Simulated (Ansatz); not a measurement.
Ansatz (an electronic-structure program) input (B3LYP/def2-TZVPD):

Ansatz 0.2 input:
```yaml
crystal:
  periodic: [false, false, false]
  atoms:
    - {symbol: C, position_ang: [-2.03547556, 0.94955622, 0.71038592]}
    - {symbol: C, position_ang: [-0.90105500, -0.06931218, 0.59700011]}
    - {symbol: C, position_ang: [-1.40801579, -1.36764907, -0.03507420]}
    - {symbol: C, position_ang: [0.27823015, 0.53577642, -0.17267887]}
    - {symbol: C, position_ang: [1.51620223, -0.33898805, -0.21774298]}
    - {symbol: O, position_ang: [2.56000232, 0.41141247, -0.83792778]}
    - {symbol: H, position_ang: [-2.41792305, 1.21308519, -0.27958611]}
    - {symbol: H, position_ang: [-1.69666404, 1.86910913, 1.19169335]}
    - {symbol: H, position_ang: [-2.86817573, 0.55016869, 1.29295441]}
    - {symbol: H, position_ang: [-0.55537761, -0.30021669, 1.61213747]}
    - {symbol: H, position_ang: [-2.27217484, -1.75345977, 0.50955945]}
    - {symbol: H, position_ang: [-1.71679935, -1.19598663, -1.07023674]}
    - {symbol: H, position_ang: [-0.64668718, -2.14879443, -0.03953189]}
    - {symbol: H, position_ang: [-0.03040691, 0.76416450, -1.19804411]}
    - {symbol: H, position_ang: [0.56082980, 1.48654128, 0.28768705]}
    - {symbol: H, position_ang: [1.80252784, -0.62818616, 0.80260964]}
    - {symbol: H, position_ang: [1.32152264, -1.25712694, -0.78288409]}
    - {symbol: H, position_ang: [3.33999389, -0.14689819, -0.91427607]}
basis:
  gaussian:
    orbitals: def2-TZVPD
hamiltonian:
  xc: {name: B3LYP}
magnetization: {spin_polarized: true, initial_magnetization: 2}
```

End of the output:

```
integrals: 0.32 GiB planned
1666 factors; their error is unknown
0.50 GiB of the device are held for the grids
2.21 GiB of device memory are held for the factors and their scratch space
mean field: 3.12 GiB planned
mean field evaluation 1: about -7405.6415 eV, gradient 6.1e1 eV
mean field evaluation 2: about -7347.7895 eV, gradient 1.1e2 eV
mean field evaluation 4: about -7416.9491 eV, gradient 3.5e1 eV
mean field evaluation 8: about -7424.8940 eV, gradient 1.6e0 eV
mean field evaluation 16: about -7424.8590 eV, gradient 2.9e-2 eV
mean field evaluation 32: about -7423.8344 eV, gradient 8.4e0 eV
mean field -7424.85901709 eV, -272.8585361278 hartree, gradient 5.2e-5 eV, S^2 2.004194; 3 other end points of the search recorded, 0 dependent functions left out
reference -7424.85935188 eV, -272.8585484311 hartree; 26, 24 occupied and 307, 309 virtual orbitals, 1666 factors
Total energy: -7424.85935188 eV, -272.8585484311 hartree
```

This state (charge 0, triplet) is run at the relaxed geometry of the species with charge 0 and multiplicity 1, and is a spin state other than that species' own.
